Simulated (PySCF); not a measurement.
Question: What does the GFN2-xTB structure of `C=C[C@H](C)CNC=O` look like in three dimensions?

Answer: 
```
atom  x, y, z in Å
C1    -1.4103    1.9573    0.2629
C2    -1.1962    0.7182    0.6648
C3    -0.6305   -0.3723   -0.1962
C4    -1.5079   -1.6215   -0.1295
C5     0.7952   -0.7082    0.2760
N6     1.6837    0.4214    0.1259
C7     2.7203    0.4144   -0.7305
O8     3.0823   -0.5308   -1.3850
H9    -1.8077    2.7119    0.9207
H10   -1.2059    2.2691   -0.7491
H11   -1.4118    0.4306    1.6864
H12   -0.5741   -0.0241   -1.2325
H13   -1.5539   -1.9997    0.8895
H14   -1.1052   -2.4018   -0.7705
H15   -2.5185   -1.3899   -0.4573
H16    0.7739   -1.0215    1.3257
H17    1.2145   -1.5155   -0.3281
H18    1.4049    1.2791    0.5766
H19    3.2375    1.3925   -0.7572
```

Any rigid rotation of these coordinates is as good. Atoms count from 1 in this order. N6 (amide nitrogen) is almost planar (angles 122.4°, 120.2° and 116.7°, sum 359.2°, 0.06 Å off the plane of its three neighbours). The 4 C–C bonds span 1.320 Å (C1=C2, drawn double) to 1.539 Å (C3–C5, drawn single), a spread of 0.219 Å. Of the pairs four or more bonds apart, O8···H17 is among the closest relative to their van der Waals radii: 2.36 Å, 87 % of the sum of Bondi's values. The C–N distances run from 1.345 Å (N6–C7, drawn single) to 1.445 Å (C5–N6, drawn single), a spread of 0.100 Å.

Bonds between heavy atoms (Å): C1=C2 1.320, C2–C3 1.500, C3–C4 1.528, C3–C5 1.539, C5–N6 1.445, N6–C7 1.345, C7=O8 1.205.

The geometry is computed with GFN2-xTB (gas phase).

Point group: C1 (no symmetry element, even within 0.4 Å). Stationary, but not proved a minimum. One conformer, not necessarily the lowest (C1–C2–C3–C4 -129°, C2–C3–C5–N6 -63°, C3–C5–N6–C7 -114°, C5–N6–C7–O8 -5°).
